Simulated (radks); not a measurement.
The numbers below are computed, except where a source is named.
Isoelectronic series with 5 electrons, each ion in its NIST ground configuration. Code: a radial shooting solver on a logarithmic mesh with Libxc functionals. Model: Dirac Kohn-Sham, BLYP, spin-unpolarised, spherical densities, point nucleus; open shells fill j = l - 1/2 first. Total energies (hartree) and mean radii <r> (bohr) (* marks an orbital that is empty in some or all of the ions):

ion    configuration  E (hartree)   2p3/2*    2p1/2    2s1/2
B       [He] 2s2 2p1    -24.64478    2.309    2.308    1.952
O3+     [He] 2s2 2p1    -71.26108   0.9189   0.9179   0.9779
Si9+    [He] 2s2 2p1   -239.25872   0.4328   0.4314   0.4914
Cl12+   [He] 2s2 2p1   -360.88700   0.3430   0.3413   0.3933
Ca15+   [He] 2s2 2p1   -507.84496   0.2841   0.2821   0.3276
V18+    [He] 2s2 2p1   -680.36883   0.2424   0.2402   0.2805
Fe21+   [He] 2s2 2p1   -878.73933   0.2114   0.2089   0.2450
Cu24+   [He] 2s2 2p1  -1103.28380   0.1874   0.1846   0.2172
Ge27+   [He] 2s2 2p1  -1354.37882   0.1682   0.1652   0.1950
Br30+   [He] 2s2 2p1  -1632.45342   0.1526   0.1493   0.1766
Sr33+   [He] 2s2 2p1  -1937.99273   0.1396   0.1360   0.1613
Nb36+   [He] 2s2 2p1  -2271.54231   0.1286   0.1247   0.1482
Ru39+   [He] 2s2 2p1  -2633.71329   0.1191   0.1150   0.1370
Ag42+   [He] 2s2 2p1  -3025.18820   0.1110   0.1065   0.1272
Sn45+   [He] 2s2 2p1  -3446.72794   0.1038  0.09908   0.1185
I48+    [He] 2s2 2p1  -3899.17980  0.09754  0.09248   0.1109
Ba51+   [He] 2s2 2p1   -4383.4870  0.09193  0.08657   0.1040
Pr54+   [He] 2s2 2p1   -4900.6996  0.08691  0.08124  0.09779
